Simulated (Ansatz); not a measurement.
Job for Ansatz (a first-principles code): U-r2SCAN/def2-TZVPP on CdFHO (SMILES [OH][Cd][F]), a point of a bond scan (R = 1.686 Å). Elements past Kr take the def2 small-core potentials; no spin–orbit coupling.

Ansatz 0.2 input:
```yaml
crystal:
  periodic: [false, false, false]
  atoms:
    - {symbol: Cd, position_ang: [0.00856396, 0.00630545, -0.00125543]}
    - {symbol: F, position_ang: [1.25509041, 0.92057288, -1.17515466]}
    - {symbol: O, position_ang: [-1.31759942, -0.96697864, 1.07688400]}
    - {symbol: H, position_ang: [-1.05245510, -0.76574588, 2.73010289]}
basis:
  gaussian:
    orbitals: def2-TZVPP
hamiltonian:
  xc: {name: r2SCAN}
magnetization: {spin_polarized: true, initial_magnetization: 0}
```

It printed:

```
WARN ansatz: RAYON_NUM_THREADS=1 ignored (pool sized by the plan → 1); use --threads N
Functional definition: r2SCAN
integrals: 0.04 GiB planned
748 factors; their error is unknown
mean field: 0.46 GiB planned
mean field evaluation 1: about -9330.2363 eV, gradient 6.0e1 eV
mean field evaluation 2: about -9185.1172 eV, gradient 1.4e2 eV
mean field evaluation 4: about -9342.5981 eV, gradient 2.0e1 eV
mean field evaluation 8: about -9343.8807 eV, gradient 1.1e0 eV
mean field evaluation 16: about -9343.8774 eV, gradient 3.7e-3 eV
mean field evaluation 32: about -9343.4309 eV, gradient 5.0e0 eV
mean field -9343.90784171 eV, -343.3822796546 hartree, gradient 2.0e-5 eV, S^2 0.207481; 4 other end points of the search recorded, 0 dependent functions left out
reference -9343.90785873 eV, -343.3822802801 hartree; 19, 19 occupied and 113, 113 virtual orbitals, 748 factors
Total energy: -9343.90785873 eV, -343.3822802801 hartree
```

The run converged. Its determinant has ⟨S²⟩ = 0.21, a mixture of spin states.

Cost: about 13 core-seconds (a rough figure).
